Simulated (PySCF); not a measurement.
**Ar⁺: ionisation energy**

Ar⁺ [Ne] 3s2 3p5 (2P) → Ar²⁺ [Ne] 3s2 3p4 (3P), as a difference of total energies. All numbers are calculated (PySCF 2.14, scalar relativity by spin-free X2C-1e, in x2c-QZVPPall with one added diffuse shell each of s, p, d, f type (10s7p5d3f1g, 86 functions)). Correlated levels: valence: [Ne] frozen; valence and next inner shell: 1s2 frozen. The calculations carry no spin-orbit coupling.

```
                                method  ionisation energy (eV)
                                   UHF                  26.355
                                   PBE                  27.576
                                  PBE0                  27.590
                                r2SCAN                  27.646
                                B2PLYP                  27.547
                                  MN15                  27.768
                               wB97X-V                  27.664
                         MP2 (valence)                  27.472
                     SCS-MP2 (valence)                  27.489
    MP2 (valence and next inner shell)                  27.493
SCS-MP2 (valence and next inner shell)                  27.503
```

Problem. Estimate what LDA gives.

Solution. 27.814 eV, closest to MN15 among the rows shown.

Problem. Estimate what revPBE gives.

Solution. 27.522 eV, closest to SCS-MP2 (valence and next inner shell) among the rows shown.

A first-order spin-orbit estimate (lowest level to lowest level, LS coupling) adds -0.006 eV.

Errors of the correlated levels include the incompleteness of this basis and the frozen core.

For comparison: 27.630 eV (measured; NIST Atomic Spectra Database, ionization energies).
